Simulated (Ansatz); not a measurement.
Geometry optimisation, RKS PBE-D4/STO-3G (Ansatz).

Input:

```yaml
crystal:
  periodic: [false, false, false]
  atoms:
    - { symbol: "N", position_ang: [-2.5254, 1.455, -0.3695] }
    - { symbol: C, position_ang: [-1.2212, 1.2796, -0.4079] }
    - { symbol: C, position_ang: [-0.6464, 0.1037, -0.613] }
    - { symbol: F, position_ang: [-1.3225, -0.9807, -0.7738] }
    - { symbol: Si, position_ang: [1.2047, -0.1641, -0.6637] }
    - { symbol: Si, position_ang: [1.7907, -1.5641, 1.0681] }
    - { symbol: H, position_ang: [-3.083, 0.6381, -0.2954] }
    - { symbol: H, position_ang: [-2.8294, 2.223, 0.2826] }
    - { symbol: H, position_ang: [-0.6441, 2.2167, -0.2186] }
    - { symbol: H, position_ang: [1.9094, 1.1489, -0.4587] }
    - { symbol: H, position_ang: [1.6084, -0.724, -1.9383] }
    - { symbol: H, position_ang: [1.4151, -0.9997, 2.403] }
    - { symbol: H, position_ang: [1.0918, -2.8839, 0.9061] }
    - { symbol: H, position_ang: [3.2391, -1.7777, 1.1078] }
basis:
  gaussian: { orbitals: STO-3G }
hamiltonian:
  xc: pbe
  dispersion: d4
relax:
  f_tol: 0.02
  max_steps: 40
scf:
  lower_state_search: "off"
```

Run as:

```bash
$ ansatz run input.yaml --threads 1 --pin off --max-ram 2048MiB --backend cpu --events-out ev --progress --plain --runs-dir out
```

Q: Where does it end, and by what steps?

A: It converged. Limits of this set-up: minimal basis. After 10 steps the energy has fallen by 1.126 eV; N1 moved furthest, 0.24 Å.

```csv
step,energy less start (eV),largest force component (eV/Å),accepted
0,0.0000,5.505,yes
1,-0.9645,1.383,yes
2,-1.0523,0.554,yes
3,-1.0970,0.416,yes
4,-1.1120,0.227,yes
5,-1.1210,0.072,yes
6,-1.1232,0.055,yes
7,-1.1248,0.056,yes
8,-1.1255,0.058,yes
9,-1.1260,0.034,yes
10,-1.1261,0.011,yes
```

```xyz
14
Properties=species:S:1:pos:R:3
N -2.628 1.597 -0.526
C -1.192 1.371 -0.374
C -0.635 0.131 -0.559
F -1.521 -0.933 -0.727
Si 1.219 -0.201 -0.578
Si 1.861 -1.599 1.076
H -3.066 0.627 -0.435
H -2.977 2.140 0.323
H -0.579 2.275 -0.226
H 1.875 1.094 -0.448
H 1.594 -0.761 -1.872
H 1.515 -1.064 2.384
H 1.220 -2.899 0.942
H 3.301 -1.809 1.048
```

The run took 33 s on 1 thread of Arm Neoverse V1, with other jobs on the host, peak memory 0.14 GiB.
